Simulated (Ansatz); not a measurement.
Start from `CC(C)(C)CC(C)(C)C` and change one atom or group to get `CC(C)CC(C)(C)C`.

Ansatz, PBE0-D4/def2-TZVP geometries, multiplicity 1. Each molecule was computed in one conformer, which needn't be the lowest.

```json
{"property": "HOMO energy (PBE0/def2-TZVPP) / eV", "`CC(C)(C)CC(C)(C)C`": "-8.24"}
{"property": "LUMO energy (B3LYP/def2-TZVPP) / eV", "`CC(C)(C)CC(C)(C)C`": "0.56"}
{"property": "size of the dipole moment (B3LYP/def2-TZVPP) / D", "`CC(C)(C)CC(C)(C)C`": "0.01"}
{"property": "HOMO energy (ωB97M-V/def2-TZVPP) / eV", "`CC(C)(C)CC(C)(C)C`": "-10.49"}
{"property": "LUMO energy (PBE0/def2-TZVPP) / eV", "`CC(C)(C)CC(C)(C)C`": "0.87"}
{"property": "HOMO–LUMO gap (PBE/def2-TZVPP) / eV", "`CC(C)(C)CC(C)(C)C`": "7.03"}
```

Question: What does the change do to each property? (An estimate is asked.)

Answer: The calculation gave: 
```tsv
property	`CC(C)CC(C)(C)C`	shift
HOMO energy (PBE0/def2-TZVPP) / eV	-8.39	-0.15
LUMO energy (B3LYP/def2-TZVPP) / eV	0.66	0.10
size of the dipole moment (B3LYP/def2-TZVPP) / D	0.13	0.12
HOMO energy (ωB97M-V/def2-TZVPP) / eV	-10.66	-0.17
LUMO energy (PBE0/def2-TZVPP) / eV	0.97	0.10
HOMO–LUMO gap (PBE/def2-TZVPP) / eV	7.27	0.24
```

With PBE0 the HOMO falls by 0.15 eV and the LUMO rises by 0.10 eV, so the gap widens by about 0.25 eV. PBE moves the HOMO by -0.14 eV and ωB97M-V by -0.17 eV.

B3LYP here is the variant with VWN-RPA as its local correlation; programs differ in this.

Positive LUMOs are unbound, so they and the gaps depend on the basis.
